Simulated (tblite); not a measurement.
Input of a run (GFN2-xTB geometry optimisation, gas phase (tblite 0.8.0)), started from a force field or distance geometry:
```
{"job": {"kind": "relax", "xc": "GFN2-xTB", "basis": "xTB"}, "charge": 0, "multiplicity": 1}
O     -2.021300     0.810600     2.007600
C     -1.610000     1.284000     0.952700
Si    -1.466600     0.166300    -0.480200
C     -0.907600    -1.541700    -0.044500
C      0.044000    -0.780500    -0.867200
Si     1.641900    -0.108200    -0.277000
O      1.802500     1.506800    -0.902100
O      1.787100    -0.040600     1.433800
H     -1.300900     2.335400     0.885000
H     -2.380500     0.355300    -1.620900
H     -1.522700    -2.348800    -0.531500
H     -0.718600    -1.760900     1.038200
H      0.099800    -1.156200    -1.924500
H      2.751500    -0.913500    -0.793000
H      1.051800     2.053600    -0.503500
H      2.742000     0.147400     1.615600
```

Output (eV, eV/Å):
```
step      E/eV     max force
  0    -710.44363    3.536
  1    -710.92633    2.333
  2    -711.04510    1.598
  3    -711.12058    0.979
  4    -711.16188    0.562
  5    -711.21761    0.549
  6    -711.24967    0.487
  7    -711.27616    0.412
  8    -711.29463    0.311
  9    -711.31374    0.338
 10    -711.33023    0.376
 11    -711.34607    0.315
 12    -711.36149    0.272
 13    -711.37556    0.283
 14    -711.38840    0.267
 15    -711.39850    0.246
 16    -711.40607    0.189
 17    -711.41293    0.185
 18    -711.41869    0.189
 19    -711.42337    0.189
 20    -711.42807    0.212
 21    -711.43345    0.258
 22    -711.44015    0.234
 23    -711.44706    0.233
 24    -711.45349    0.226
 25    -711.46070    0.234
 26    -711.47001    0.275
 27    -711.47775    0.250
 28    -711.48347    0.238
 29    -711.48789    0.183
 30    -711.49369    0.160
 31    -711.49943    0.206
 32    -711.50446    0.195
 33    -711.50866    0.172
 34    -711.51179    0.168
 35    -711.51448    0.149
 36    -711.51708    0.132
 37    -711.51987    0.136
 38    -711.52330    0.204
 39    -711.52762    0.235
 40    -711.53161    0.353
 41    -711.53395    0.350
 42    -711.53725    0.106
 43    -711.53882    0.125
 44    -711.54141    0.122
 45    -711.54391    0.129
 46    -711.54684    0.120
 47    -711.54962    0.119
 48    -711.55174    0.143
 49    -711.55406    0.198
 50    -711.55679    0.270
 51    -711.56019    0.284
 52    -711.56421    0.334
 53    -711.56864    0.140
 54    -711.56782    0.808
 55    -711.57419    0.104
 56    -711.57608    0.089
 57    -711.58040    0.441
 58    -711.58338    0.165
 59    -711.58591    0.111
 60    -711.58879    0.159
 61    -711.58977    0.089
 62    -711.59209    0.158
 63    -711.59650    0.196
 64    -711.60009    0.146
 65    -711.60058    0.555
 66    -711.60382    0.143
 67    -711.60581    0.123
 68    -711.61184    0.483
 69    -711.61461    0.213
 70    -711.61792    0.100
 71    -711.61749    0.807
 72    -711.62288    0.163
 73    -711.62500    0.216
 74    -711.62738    0.730
 75    -711.63281    0.118
 76    -711.63582    0.119
 77    -711.62957    0.706
 78    -711.64109    0.079
 79    -711.64281    0.080
 80    -711.64351    0.321
 81    -711.64547    0.108
 82    -711.64640    0.112
 83    -711.65138    0.185
 84    -711.65300    0.085
 85    -711.65458    0.097
 86    -711.65555    0.090
 87    -711.65623    0.085
 88    -711.65718    0.081
 89    -711.65817    0.094
 90    -711.65930    0.096
 91    -711.66062    0.171
 92    -711.66286    0.160
 93    -711.66662    0.308
 94    -711.67147    0.152
 95    -711.67371    0.542
 96    -711.67842    0.150
 97    -711.68052    0.169
 98    -711.68716    0.576
 99    -711.69400    0.251
100    -711.70355    0.187
101    -711.71176    0.385
102    -711.71428    0.214
103    -711.71822    0.169
104    -711.72381    0.425
105    -711.72787    0.289
106    -711.73048    0.203
107    -711.73680    0.206
108    -711.73937    0.155
109    -711.74229    0.150
110    -711.74446    0.151
111    -711.74612    0.137
112    -711.74766    0.118
113    -711.74919    0.118
114    -711.75056    0.078
115    -711.75186    0.096
116    -711.75303    0.082
117    -711.75454    0.127
118    -711.75635    0.125
119    -711.75861    0.160
120    -711.76022    0.096
121    -711.76110    0.096
122    -711.76162    0.082
123    -711.76210    0.077
124    -711.76272    0.080
125    -711.76336    0.102
126    -711.76392    0.078
127    -711.76441    0.054
128    -711.76500    0.054
129    -711.76575    0.051
130    -711.76674    0.072
131    -711.76764    0.066
132    -711.76832    0.094
133    -711.76885    0.061
134    -711.76959    0.085
135    -711.77047    0.078
136    -711.77139    0.084
137    -711.77249    0.079
138    -711.77310    0.092
139    -711.77383    0.094
140    -711.77458    0.107
141    -711.77557    0.181
142    -711.77739    0.272
143    -711.78103    0.372
144    -711.78653    0.368
145    -711.78603    0.854
146    -711.80068    0.200
147    -711.80535    0.203
148    -711.80904    0.313
149    -711.81115    0.301
150    -711.81556    0.330
151    -711.82264    0.186
152    -711.81381    1.131
153    -711.82895    0.140
154    -711.83174    0.126
155    -711.83464    0.559
156    -711.83794    0.202
157    -711.83919    0.198
158    -711.84270    0.331
159    -711.84480    0.140
160    -711.84702    0.136
161    -711.84966    0.144
162    -711.85163    0.121
163    -711.85347    0.127
164    -711.85501    0.153
165    -711.85629    0.153
166    -711.85757    0.111
167    -711.85892    0.146
168    -711.86008    0.124
169    -711.86088    0.221
170    -711.86187    0.072
171    -711.86239    0.056
172    -711.86276    0.042
173    -711.86297    0.035
174    -711.86322    0.034
175    -711.86345    0.034
176    -711.86362    0.026
177    -711.86373    0.024
178    -711.86382    0.024
179    -711.86393    0.025
180    -711.86403    0.021
181    -711.86411    0.016
182    -711.86414    0.012
183    -711.86417    0.011
184    -711.86419    0.012
185    -711.86421    0.012
186    -711.86423    0.011
187    -711.86425    0.012
188    -711.86428    0.011
189    -711.86431    0.009
```

Summarise the run.

The energy falls by 32.8 kcal/mol over 189 L-BFGS steps, the largest force on an atom goes from 3.54 to 0.009 eV/Å, and the atoms move by 0.859 Å rms after alignment. The bond that changes most is Si6–O7 (oxygen-bound silicon to silanol oxygen), which shortens by 0.107 Å. Bonds longer at the end by more than 0.005 Å: 6 of 16; shorter: 10. Among the angles that change most is Si6–O8–H16, from 105.8° to 120.7°. Among the dihedrals that turn most is H14–Si6–O8–H16, from 45° to -161°. The energy rose by more than 1e-5 eV at steps 54, 71, 77, 145 and 152. The first step brought 34 % of the lowering.

What are the final bond lengths?

O1=C2 1.216 Å, C2–Si3 1.885 Å, Si3–C4 1.890 Å, C4–C5 1.526 Å, C5–Si6 1.890 Å, Si6–O7 1.632 Å, Si6–O8 1.613 Å, Si3–C5 1.897 Å, C2–H9 1.109 Å, Si3–H10 1.455 Å, C4–H11 1.081 Å, C4–H12 1.081 Å, C5–H13 1.083 Å, Si6–H14 1.457 Å, O7–H15 0.953 Å, O8–H16 0.969 Å. Numbering counts from 1 in the input's order; the species is `O=C[Si@@H]1C[C@@H]1[SiH](O)O`.

Its GFN2-xTB frequencies are all real (lowest 40 cm⁻¹). The numbers are those of one conformer.

The numbers are calculated, not measured.
